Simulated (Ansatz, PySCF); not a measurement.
Gas-phase reaction in SMILES: CCCC[C@H](C)Cl [(2S)-2-chlorohexane] → [CH3] (CH3) + [CH2]CC[C@H](C)Cl (the C-C bond at the site shown breaks; other sites are not compared here)
Each molecule is optimised on its own at B3LYP-D3(BJ)/def2-TZVP (Ansatz, a first-principles code), one conformer each, not searched for the lowest. Frequencies are from Ansatz or PySCF.
Geometry of the first species:
```
C
H 1 1.0940
H 1 1.0965 2 106.49
C 1 1.5195 2 108.78 3 -114.69
H 4 1.0898 1 110.16 2 -173.89
C 4 1.5158 5 110.49 1 126.03
H 6 1.0891 4 111.24 5 56.68
H 6 1.0907 7 108.47 4 -121.98
H 6 1.0930 7 108.50 8 -117.56
C 1 1.5243 2 110.17 3 118.32
H 10 1.0925 1 109.34 2 63.83
H 10 1.0959 11 106.32 1 -117.85
C 10 1.5267 11 109.50 12 -118.01
H 13 1.0948 10 109.09 11 -64.08
H 13 1.0951 14 106.12 10 117.79
C 13 1.5258 14 109.53 15 118.18
H 16 1.0914 13 111.49 14 -58.07
H 16 1.0925 17 107.80 13 -122.08
H 16 1.0927 17 107.76 18 -115.80
Cl 4 1.8309 5 103.75 1 -117.68
```

Wanted: bond dissociation energy (enthalpy at 298 K, with B3LYP-D3(BJ) rigid-rotor harmonic-oscillator terms), in kcal/mol. Correlated levels leave the core frozen unless marked. Open shells are spin-unrestricted. Spin-orbit coupling is left out. Non-relativistic. CBS(X,Y): correlation extrapolated as X^-3; Hartree-Fock from the larger set. [CCSD(T)-MP2]/basis is that difference in the basis named.

```csv
level,program,bond dissociation energy (kcal/mol),minus last row
HF/6-31G,Ansatz,56.9,-33.1
HF/6-31G*,Ansatz,61.1,-28.9
PBE-D3(BJ)/def2-TZVPD,Ansatz + dftd3,88.2,-1.8
PBE-D4/def2-TZVPD,Ansatz + dftd4,88.2,-1.8
BLYP-D3(BJ)/def2-TZVPD,Ansatz + dftd3,83.1,-6.9
BLYP/def2-TZVPD,Ansatz,79.8,-10.2
B97M-V/def2-TZVPD,Ansatz,86.8,-3.2
PBE0/6-31G*,Ansatz,89.9,-0.1
r2SCANh/def2-TZVPD,Ansatz,80.0,-10.0
r2SCAN0-D4/def2-TZVPD,Ansatz + dftd4,80.5,-9.5
LC-wPBE/def2-TZVPD,Ansatz,85.1,-4.9
MP2/6-31G*,Ansatz,91.8,1.8
MP2/cc-pV(T+d)Z,Ansatz,92.7,2.7
RI-MP2/cc-pV(T+d)Z,Ansatz,92.6,2.6
CCSD/6-31G,Ansatz,78.4,-11.6
CCSD/6-31G*,Ansatz,86.2,-3.8
CCSD/cc-pwCVTZ,Ansatz,85.5,-4.5
CCSD(T)/6-31G,Ansatz,79.7,-10.3
CCSD(T)/6-31G*,Ansatz,88.2,-1.8
CCSD(T)/cc-pV(D+d)Z,Ansatz,87.2,-2.8
"RI-MP2/CBS(cc-pV(T+d)Z,cc-pV(Q+d)Z)+[CCSD(T)-MP2]/cc-pV(T+d)Z",Ansatz,90.0,0.0
```
